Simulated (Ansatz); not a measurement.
Total energies of Zr₃O₁₂H₁₂, a hydroxylated oxide cluster from Ansatz at PBE0-D4/def2-TZVP, gas phase (1 Eh = 27.2114 eV = 2625.5 kJ/mol). The reference geometry is relaxed at PBE-D4/def2-SVP.

```
atom   x (Å)   y (Å)   z (Å)
 Zr1   1.445   1.270   0.505
 Zr2   0.052  -2.142   0.142
 Zr3  -1.856   0.780  -0.880
  O4   0.398  -3.453  -1.298
  O5  -1.354  -2.884   1.332
  O6  -1.601  -1.240  -1.208
  O7   1.533  -2.252   1.395
  O8   1.185  -0.421  -0.825
  O9  -2.475   1.212  -2.661
 O10  -0.550   0.069   0.847
 O11  -3.313   1.254   0.304
 O12  -0.292   2.126  -0.805
 O13   2.673   0.186   1.684
 O14   0.895   2.512   1.919
 O15   2.648   2.271  -0.679
 H16   0.941  -4.240  -1.454
 H17  -1.271  -3.189   2.250
 H18  -1.839  -1.774  -1.987
 H19   2.167  -1.517   1.610
 H20   1.825  -0.602  -1.535
 H21  -2.731   1.396  -3.575
 H22  -0.969   0.114   1.727
 H23  -4.242   1.395   0.532
 H24   0.002   2.742  -1.500
 H25   2.947   0.451   2.579
 H26   0.317   3.157   2.348
 H27   3.467   2.778  -0.765
```

```json
{"state": "charge 0 singlet", "geometry": "reference", "energy (Eh)": "-1051.39810"}
{"state": "charge 1 doublet", "geometry": "reference", "energy (Eh)": "-1051.05645"}
{"state": "charge -1 doublet", "geometry": "reference", "energy (Eh)": "-1051.37984"}
{"state": "free Zr atom (triplet)", "geometry": "–", "energy (Eh)": "-46.88229"}
{"state": "free O atom (triplet)", "geometry": "–", "energy (Eh)": "-75.01860"}
{"state": "free H atom (doublet)", "geometry": "–", "energy (Eh)": "-0.50104"}
```

In the def2 sets Zr takes a core potential; there is no spin–orbit coupling. Single mean-field runs in def2-TZVP are fitted with def2-universal-jkfit.

(1) Work out the vertical ionisation energy to the doublet.

(2) Work out the vertical electron affinity, to the doublet.

(3) Give the fundamental gap IE − EA, the Mulliken electronegativity (IE + EA)/2 and the hardness (IE − EA)/2.

(4) What is the binding energy per atom against free atoms?

(1) E(charge 1 doublet) − E(charge 0 singlet) = -1051.05645 − (-1051.39810) = 0.34165 Eh = 9.30 eV. For comparison, −ε of the highest occupied level is 7.67 eV at this level, 1.63 eV less.

(2) E(charge 0 singlet) − E(charge -1 doublet) = -1051.39810 − (-1051.37984) = -0.01826 Eh = -0.50 eV; negative, so the extra electron isn't bound. The basis lacks diffuse functions, which makes affinities too small.

(3) From the values in Eh: IE − EA = 0.34165 − (-0.01826) = 0.35991 Eh = 9.79 eV; (IE + EA)/2 = 4.40 eV; (IE − EA)/2 = 4.90 eV. The HOMO–LUMO gap of the same run is 7.10 eV, 2.69 eV smaller than the fundamental gap.

(4) Atoms: 3 × (-46.88229) + 12 × (-75.01860) + 12 × (-0.50104) = -1046.88255 Eh. Binding: -1046.88255 − (-1051.39810) = 4.51555 Eh = 122.87 eV, or 4.55 eV for each of 27 atoms (no zero-point energy, no counterpoise term).

At PBE0-D4/def2-TZVP the highest occupied level of the charge -1 doublet lies above zero (up to 1.50 eV). By energy differences it is unbound by 0.50 eV (vertical, against the charge 0 singlet, at PBE0-D4/def2-TZVP) and held by the finite basis.
